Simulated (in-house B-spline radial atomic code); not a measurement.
Results of a calculation; reference values are marked as such.
**Ar ion on Ti atom: potential, deflection and energy transfer**

The pair potential comes from two frozen, spherical free-atom densities (PBE, B-spline radial code, scalar-relativistic past argon): electrostatics plus the change in Thomas-Fermi kinetic and Dirac exchange energy where they overlap, the recipe behind the universal ZBL potential, which averages such potentials (from solid-state densities) over many pairs. It is written V = (Z1 Z2 e²/r) φ(r/a), with e² = 14.3996 eV·Å and a = 0.46850 Å/(Z1^0.23 + Z2^0.23); ZBL's fit is φ = 0.18175 e^(−3.1998x) + 0.50986 e^(−0.94229x) + 0.28022 e^(−0.4029x) + 0.02817 e^(−0.20162x). Where φ falls below 4e-4 it is continued as an exponential.

Masses 39.95 and 47.87 u.

```csv
x = r/a,"φ, this pair","φ, ZBL"
0.1,0.8985,0.8928
0.25,0.7792,0.7647
0.5,0.6332,0.6096
1,0.4419,0.4164
1.5,0.3219,0.2995
2,0.2425,0.2218
3,0.1461,0.1292
4,0.09382,0.08026
5,0.06252,0.05224
6.5,0.03425,0.02914
8,0.01956,0.01705
10,0.01016,0.008778
12,0.005417,0.00474
14.5,0.002427,0.002328
17,0.001113,0.001212
```

At x = 3 the electrostatic, kinetic and exchange parts are 1105.19, 1364.33 and -110.27 eV. Find r, V and φ.

a = 0.46850/(1.9441 + 2.0359) = 0.11771 Å, so r = 0.35314 Å. V = 1105.19 + 1364.33 + (-110.27) = 2359.25 eV. The bare repulsion is 18 × 22 × 14.3996/0.35314 = 16147 eV, so φ = 0.1461, +13.0 % against ZBL's 0.1292. The kinetic (Pauli) term is 58 % of V here.

The ion comes in at 88.87 keV with impact parameter 0.5886 Å. The scattering integral gives a centre-of-mass angle of 1.455° and a closest approach of 5.031 a. What are the reduced energy, the energy passed on and the laboratory angles?

ε = E a M2/(Z1 Z2 e² (M1 + M2)) = 88870 × 1.1253e-05 = 1. The most that one collision can pass on is γE with γ = 4 M1 M2/(M1 + M2)² = 0.9919. Here T = γE sin²(θ/2) = 0.9919 × 88870 × 0.0001613 = 14.21 eV. The ion turns by arctan(sin θ/(cos θ + M1/M2)) = 0.8°, and the struck atom leaves at (180° − θ)/2 = 89.3°. The closest approach is 0.592 Å. With ZBL the angle would be 1.22° and T = 9.935 eV.
